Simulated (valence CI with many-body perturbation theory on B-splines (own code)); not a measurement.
## W LIII: input, log and results

Level of theory: relativistic CI+MBPT: four valence electrons over a frozen Dirac-Fock core [Ar], a basis of 7 s, 7 p, 8 d, 6 f, 4 g, 1 h functions for each j, with the one-electron correlation potential Σ1 (screened to all orders), the two-electron term Σ2, the three-electron term Σ3, Breit, model QED; selected single and double excitations, second order for the rest, scaled by the run's own slope (own B-spline code, finite nucleus).

Command, and the settings that its task file holds:

```sh
python run_cv.py task.json out
```

```
atom W  Z=74  mass_number=184  rms_radius_fm=5.3658
core [Ar]
valence 3d4
avg = 1
basis = M
beyond = 1
breit = 1
cap = 32000
capref = 2200
cscale = 1
de = 0.0
dress = 0
eps = 2e-08
extrap = 1
h = 0.27
hh = 1
l2 = 3
lcore = 6
maxit = 60
n2 = 5
natural = 1
nlev = 190
nno = [4, 4, 5, 4, 3, 1]
nroot = 40
nsp = [3, 3, 3, 2, 1, 0]
pt2 = 1
qed = 1
rpa = 1
s1 = 1
s2 = 1
s3 = 1
screen = 1
tol = 2e-05
whole = 1
```

Roughly how long does this run take on one core of Intel(R) Xeon(R) Processor @ 2.30GHz, and how much memory?

23 s on 1 thread of Intel(R) Xeon(R) Processor @ 2.30GHz, on a shared host, peak memory 0.67 GiB.

Log. The first blocks belong to the next ion, which gives the ionisation energy. Fields: 2J, parity (1 odd), roots, reference size, generating configurations, candidates as configurations/state functions, variational space P, stored matrix elements, Davidson steps; e2 is the range of second-order energies in hartree. The first line gives the box (bohr), its intervals, the orbitals and the steps of their self-consistent field. Window is the range of levels sought, series limit the energy at which the first omitted orbital would enter, core excitation an estimate of the first excitation out of the core, left out the lowest levels not solved, and shifts from estimates the range by which levels moved from their first estimate, all in cm⁻¹.

```
rmax 2.2 intervals 56 orbitals 59 references ['3d4', '3d3 4s', '3d3 4p'] scf 3 t 0.7
2J=3 par=0 roots 2 ref 41 generators 3 cand 1677/4149 P 1047/2637 nnz 2e+06 it 4
2J=3 par=0 roots 2 ref 41 generators 4 cand 652/1553 P 1287/3281 nnz 2.9e+06 it 3
   second order: generators 6 cand 1200/2714 e2 -0.00001 -0.00000
reference levels 1454, estimated 34, window 2665734 1/cm; series limit 30594161, core excitation 2425677
2J=0 par=0 roots 5 ref 37 generators 4 cand 1136/1943 P 2072/3861 nnz 3e+06 it 4
2J=0 par=0 roots 5 ref 37 generators 4 cand 350/619 P 2298/4285 nnz 3.7e+06 it 4
   second order: generators 8 cand 4189/10894 e2 -0.00002 -0.00000
2J=2 par=0 roots 4 ref 93 generators 3 cand 2096/9447 P 1226/6398 nnz 9.8e+06 it 4
2J=2 par=0 roots 4 ref 93 generators 3 cand 1331/5638 P 2154/10617 nnz 2.5e+07 it 4
   second order: generators 4 cand 2085/14886 e2 -0.00001 -0.00000
2J=8 par=0 roots 7 ref 121 generators 4 cand 2264/16386 P 774/6383 nnz 9.9e+06 it 5
2J=8 par=0 roots 7 ref 121 generators 4 cand 1799/12613 P 2318/17315 nnz 6.5e+07 it 7
   second order: generators 6 cand 3546/40037 e2 -0.00001 -0.00001
2J=4 par=0 roots 8 ref 133 generators 4 cand 2298/15009 P 846/6396 nnz 9.6e+06 it 5
2J=4 par=0 roots 8 ref 133 generators 4 cand 1786/11244 P 2398/16346 nnz 5.6e+07 it 7
   second order: generators 5 cand 1916/21011 e2 -0.00001 -0.00000
2J=6 par=0 roots 6 ref 136 generators 3 cand 2307/17010 P 744/6393 nnz 1e+07 it 4
2J=6 par=0 roots 6 ref 136 generators 3 cand 1863/13242 P 2204/17330 nnz 6.6e+07 it 5
   second order: generators 4 cand 2085/25010 e2 -0.00001 -0.00001
2J=10 par=0 roots 2 ref 88 generators 2 cand 2093/13259 P 813/6399 nnz 1.1e+07 it 4
2J=10 par=0 roots 2 ref 88 generators 2 cand 1611/9440 P 1799/13105 nnz 4.1e+07 it 4
   second order: generators 2 cand 625/2734 e2 -0.00001 -0.00001
2J=12 par=0 roots 2 ref 56 generators 2 cand 1761/9402 P 1095/6399 nnz 1.1e+07 it 4
2J=12 par=0 roots 2 ref 56 generators 2 cand 1094/5557 P 1857/10395 nnz 2.6e+07 it 4
   second order: generators 2 cand 332/1561 e2 -0.00001 -0.00001
left out: unestimated 15784526, estimated none, shifts from estimates -358 to 27
operators 1.1
```

The Davidson iterations converged.

No measured spectrum was set against this ion. As an estimate, large intervals hold to a few tenths of a per cent, small ones and those within an open d or f shell to about a per cent. Excitations out of the core, of the other parity, are not computed and may begin above about 241 eV (a cautious bound); beyond it only levels of the ground parity were kept, without lifetimes. Only levels of the ground parity were solved; by the run's estimate the other parity begins above the list, which can be wrong where configurations are misplaced.

| Item | Value |
| --- | --- |
| Valence energy | -754.2787 hartree |
| Ionisation energy | 4920.7 eV (NIST: 4927 ± 4 eV (semi-empirical)) |
| Reference configurations for the orbitals | 3d4, 3d3 4s, 3d3 4p |
| Radial orbitals | 59 |
| Box radius | 2.162 bohr |
| Largest variational space | 17330 |
| Lowest levels | (3d3/2^4) J=0 0, (3d3/2^3 3d5/2) J=1 516830, (3d3/2^3 3d5/2) J=4 612820, (3d3/2^3 3d5/2) J=2 638220, (3d3/2^3 3d5/2) J=3 665590, (3d3/2^2 3d5/2^2) J=0 [a] 1103600, (3d3/2^2 3d5/2^2) J=2 [a] 1108100, (3d3/2^2 3d5/2^2) J=4 [a] 1126400, (3d3/2^2 3d5/2^2) J=3 [a] 1142900, (3d3/2^2 3d5/2^2) J=5 1172200, (3d3/2^2 3d5/2^2) J=6 1194900, (3d3/2^2 3d5/2^2) J=1 1214400, (3d3/2^2 3d5/2^2) J=3 [b] 1239300, (3d3/2^2 3d5/2^2) J=4 [b] 1242300 cm⁻¹ |

Levels are named by their leading jj configuration (3d3/2^4 stands for four electrons in 3d with j = 3/2), which in mixed levels can hold well under half, so a name can repeat and another be missing. Letters in brackets count levels of one name in rising energy.
